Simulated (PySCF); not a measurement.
## KP⁺ from Hartree–Fock to correlated methods

State: ⁴Σ⁻ (quartet), unpaired electrons σ ↑, π ↑↑. Set-up: basis K def2-SVP, P def2-SVP; no relativity; PySCF 2.14. De refers to K⁺ + P in their high-spin ground configurations, without counterpoise correction. The functionals are run spin-unrestricted. A positive dipole points towards P; it is taken about the centre of mass and depends on that origin.

```tsv
Level	Re (Å)	ωe (cm⁻¹)	De (eV)	μ (D)
UHF	3.748	68.6	0.122	-6.90
UHF-MP2	3.652	79.6	0.157	n/a
UHF-SCS-MP2	3.673	77.6	0.149	n/a
UHF-CCSD	3.653	79.9	0.158	n/a
UHF-CCSD(T)	3.647	80.8	0.161	n/a
PBE	3.584	80.6	0.193	-6.29
BP86	3.642	73.4	0.156	-6.47
r²SCAN	3.618	76.5	0.150	-6.52
PBE0	3.593	78.1	0.167	-6.41
r²SCAN0	3.604	77.0	0.147	-6.51
M06	3.613	66.7	0.156	-6.40
```

The bond length runs from 3.584 Å (PBE) to 3.748 Å (UHF). De spans 0.12 eV (UHF, mean field) to 0.19 eV (PBE, GGA). Correlation at CCSD(T) changes the Hartree–Fock bond energy by +0.04 eV; the triples alone change it by +0.00 eV.

Correlated steps freeze 10 core orbitals. The bond is weak. Basis-set superposition, not corrected here, can be much of De in a small basis, most of all at correlated wavefunction levels. For an ion De counts to the pair picked by the measured ionisation energies or electron affinities, which need not be the lowest pair at this level. The state was picked by a PBE0 search and need not be the measured ground state.
